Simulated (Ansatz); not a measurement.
Input for Ansatz (an electronic-structure program): R-CCSD(T)/aug-cc-pVTZ on H2 (SMILES [H][H]) with ghost functions, monomers drawn apart or pushed together.

Ansatz 0.2 input:
```yaml
crystal:
  periodic: [false, false, false]
  atoms:
    - {symbol: H, position_ang: [0.01501223, 0.41293252, -0.44022360]}
    - {symbol: H, position_ang: [-0.07755115, -0.19628376, -0.01959170]}
basis:
  gaussian:
    orbitals: aug-cc-pVTZ
    ghost_atoms:
      - {symbol: O, position_ang: [-0.12630176, -1.19427785, 3.03766194]}
      - {symbol: C, position_ang: [0.08253110, -0.18792967, 3.65279223]}
      - {symbol: O, position_ang: [0.27864914, 1.02402666, 3.11038890]}
      - {symbol: H, position_ang: [0.14251718, -0.11836554, 4.74642610]}
      - {symbol: H, position_ang: [0.21985857, 0.93011053, 2.14419251]}
magnetization: {spin_polarized: false}
correlation: {method: ccsd_t, electrons: outside_noble_gas}
scf: {lower_state_search: off}
```

Program output:

```
WARN ansatz: RAYON_NUM_THREADS=1 ignored (pool sized by the plan → 1); use --threads N
Functional definition: HF
these checks for a lower state are left out or cut short: stability, starts, cluster_reference, orbital_swaps, neighbouring_geometries, increment
integrals: 1.24 GiB planned
1344 factors; integrals over basis functions are off by at most 1.2e-3 eV
mean field: 0.55 GiB planned
mean field evaluation 1: about -30.7395 eV, gradient 3.6e0 eV
mean field evaluation 2: about -30.7394 eV, gradient 3.6e0 eV
mean field evaluation 4: about -30.8298 eV, gradient 6.8e-2 eV
mean field evaluation 8: about -30.8298 eV, gradient 1.8e-7 eV
mean field -30.82977456 eV, -1.1329733178 hartree, gradient 1.8e-7 eV, S^2 0.000000; 0 other end points of the search recorded, 0 dependent functions left out
reference -30.82977456 eV, -1.1329733178 hartree; 1, 1 occupied and 229, 229 virtual orbitals, 1344 factors
second order -0.87176418 eV of doubles, -0.00000000 eV of singles
coupled cluster: 1.27 GiB planned
cycle   1  -1.01396984 eV  change   -1.4e-1 eV  update   2.6e-2
cycle   2  -1.07926078 eV  change   -6.5e-2 eV  update   9.1e-3
cycle   3  -1.07986026 eV  change   -6.0e-4 eV  update   1.1e-3
cycle   4  -1.07997469 eV  change   -1.1e-4 eV  update   1.8e-4
cycle   5  -1.07994237 eV  change    3.2e-5 eV  update   4.2e-5
cycle   6  -1.07993098 eV  change    1.1e-5 eV  update   9.8e-6
cycle   7  -1.07993157 eV  change   -5.9e-7 eV  update   2.6e-6
cycle   8  -1.07993229 eV  change   -7.1e-7 eV  update   6.1e-7
perturbative correction 0.00000000 eV, 0.0000000000 hartree
Total energy: -31.90970685 eV, -1.1726600974 hartree
Checks for a lower state left out: stability, starts, cluster_reference, orbital_swaps, neighbouring_geometries, increment
```

The run converged.

Cost: roughly 120 core-seconds.
